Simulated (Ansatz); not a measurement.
Energy needed to pull apart CH$_{2}$FNSi (SMILES N=C=[SiH]F), closed shell, into free ground-state atoms, from the structure below (at a frame of a short PBE0-D4/def2-SVP trajectory); no zero-point or spin–orbit terms; open-shell atoms are treated unrestricted, in their ground-state multiplicity.

N1  (1.677, -0.132, -0.765)
C2  (0.682, -0.074, -0.080)
Si3  (-1.162, 0.419, 0.044)
F4  (-2.066, -0.980, 0.167)
H5  (2.647, -0.404, -0.514)
H6  (-0.891, 0.889, 1.544)
(Å)

Program: Ansatz 0.2.0. Basis: def2-TZVPP. Cores are frozen in the correlated methods.

```json
{"method": "PBE-D4", "atomization energy (kcal/mol)": "559.6"}
{"method": "r2SCAN-D4", "atomization energy (kcal/mol)": "535.6"}
{"method": "PBE0-D4", "atomization energy (kcal/mol)": "?"}
{"method": "wB97M-V", "atomization energy (kcal/mol)": "534.1"}
{"method": "HF", "atomization energy (kcal/mol)": "?"}
{"method": "MP2", "atomization energy (kcal/mol)": "527.4"}
{"method": "CCSD", "atomization energy (kcal/mol)": "496.6"}
{"method": "CCSD(T)", "atomization energy (kcal/mol)": "512.2"}
```

(1) What does PBE0-D4 give? (Judge from chemistry; the value comes from the calculation.)

(2) What does HF give? (Judge from chemistry; the value comes from the calculation.)

T1 diagnostic: at most 0.023. The restricted Hartree–Fock reference is unstable towards an unrestricted one here.

## Answers

(1) Computed: 531.9 kcal/mol, which is about 19.7 kcal/mol more than CCSD(T)/def2-TZVPP.

(2) By the calculation: 338.1 kcal/mol, which is about 174.1 kcal/mol less than CCSD(T)/def2-TZVPP.

In triple zeta the MP2 and coupled-cluster atomization energies are still short of their basis limit by a few kcal/mol a bond, whereas those of the functionals are nearly converged, so these differences are not deviations from converged CCSD(T).

For scale, one of the runs: CCSD(T)/def2-TZVPP forces, 163 basis functions, launched by `ansatz run in.yaml --threads 2 --pin off --events-out ev --progress --plain --max-ram 3481MiB`. Time: 6.5 min of wall clock on 2 CPU threads of an Intel Xeon; the host was shared. Peak host memory: 2.2 GiB.
